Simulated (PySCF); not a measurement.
Zn(Br)(OMe) (CH3BrOZn), SMILES C[O][Zn][Br].

Coordinates come from a PBE-D3(BJ)/def2-SVP optimisation. The structure was generated by enumeration; whether it is a known compound was not checked. Other conformers were not sampled.

Level of theory: PBE/def2-TZVP run with PySCF.

Symmetry labels are those of the subgroup Cs that the program uses (full group Cs).

Computed valence orbital energies around the gap with their symmetry:
| orbital | symmetry | energy (eV) |
|---|---|---|
| HOMO−7 | A' | -10.80 |
| HOMO−6 | A" | -10.47 |
| HOMO−5 | A' | -10.19 |
| HOMO−4 | A' | -9.02 |
| HOMO−3 | A" | -7.33 |
| HOMO−2 | A' | -7.31 |
| HOMO−1 | A' | -6.76 |
| HOMO | A" | -6.21 |
| LUMO | A' | -2.39 |
| LUMO+1 | A' | -0.99 |
| LUMO+2 | A" | -0.87 |
| LUMO+3 | A' | 0.88 |
